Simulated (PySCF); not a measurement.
Tungsten: a sound run and one with changed settings

Sound run: W [Xe] 4f14 5d4 6s2, W+ [Xe] 4f14 5d4 6s1. Computed with PySCF 2.14 in aug-cc-pVDZ-PP with ECP60MDF (5s5p4d2f, 54 functions), with scalar relativity through the core potential. The sound run starts from symmetry-adapted Hartree-Fock orbitals and uses a fine grid where one is needed.

Changed run: 6 angular points. This setting is unsound on purpose.

```json
{"species": "W", "method": "UHF", "sound run (hartree)": "-66.67586", "changed run (hartree)": "-66.67586", "converged": "yes"}
{"species": "W", "method": "MN15", "sound run (hartree)": "-67.19793", "changed run (hartree)": "-67.02279", "converged": "yes"}
{"species": "W", "method": "M06-2X", "sound run (hartree)": "-67.18558", "changed run (hartree)": "-67.05482", "converged": "yes"}
{"species": "W+", "method": "UHF", "sound run (hartree)": "-66.45871", "changed run (hartree)": "-66.45871", "converged": "yes"}
{"species": "W+", "method": "MN15", "sound run (hartree)": "-66.90637", "changed run (hartree)": "-66.71658", "converged": "yes"}
{"species": "W+", "method": "M06-2X", "sound run (hartree)": "-66.88408", "changed run (hartree)": "-66.73471", "converged": "no"}
```

Ionisation energy of W:

```tsv
method	sound run (eV)	changed run (eV)
UHF	5.909	5.909
MN15	7.934	8.332
```

A coarse angular grid integrates products of high-l functions wrongly, so density functionals can shift, and the SCF can exploit the error; Hartree-Fock and MP2 need no grid.

For comparison, NIST gives 7.864 eV between the lowest levels.
